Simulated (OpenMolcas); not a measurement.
Computed levels of 2s² 2p² in ions with 6 electrons, in cm-1 above ³P₀.

| Quantity | Value |
| --- | --- |
| Program | OpenMolcas 26.06 |
| Method | SS-CASPT2, IPEA 0.25 Eh, imaginary shift 0.1 Eh |
| Basis | ANO-RCC-VQZP |
| Scalar Hamiltonian | DKH2, point nucleus |
| Spin-orbit coupling | RASSI with atomic mean-field integrals over the reference wave functions, term energies averaged over their components |

Active space for each ion: 2 electrons in 3 orbitals (2p); closed shells correlated by CASPT2: 1s 2s.

```tsv
Level	C	N+	O2+	Ne4+
³P₁	15.7	47.8	111	404
³P₂	46.9	142	328	1168
¹D₂	9970	15240	20470	30630
¹S₀	22720	34740	46380	68420
```

Question: Estimate ³P₂, ¹D₂, ¹S₀ for F3+ from its neighbours O2+ and Ne4+.

Answer: ³P₂ is fine structure, which grows about as the fourth power of a screened charge, so the fourth roots are averaged: ((328^0.25 + 1168^0.25) / 2)^4 = 651. The calculation gives 654, so the estimate is off by -0.5 %; the measured value is 613 (Moore, Atomic Energy Levels, vol. I, NSRDS-NBS 35 (1971 reprint of NBS Circular 467, 1949)).
¹D₂ is another term, which grows about linearly with the charge: (20470 + 30630) / 2 = 25550. The calculation gives 25600, so the estimate is off by -0.2 %; the measured value is 25241 (Moore, Atomic Energy Levels, vol. I, NSRDS-NBS 35 (1971 reprint of NBS Circular 467, 1949)).
¹S₀ is another term, which grows about linearly with the charge: (46380 + 68420) / 2 = 57400. The calculation gives 57610, so the estimate is off by -0.4 %; the measured value is 53544 (Moore, Atomic Energy Levels, vol. I, NSRDS-NBS 35 (1971 reprint of NBS Circular 467, 1949)).

CASPT2 does not keep the components of a term degenerate, so their means are used; among the terms shown or strongly mixed into the levels shown the widest spread is 89 cm-1 (2s² 2p² ¹D, O2+). With the s shell closed, the reference lacks s² → p² mixing. Computed and measured levels are paired by configuration, term and J; levels that our copy of the source lacks, or whose pairing is in doubt (as where it misses far off the trend of its configuration), stay unpaired and out of the deviations. Only configurations of the active space appear.
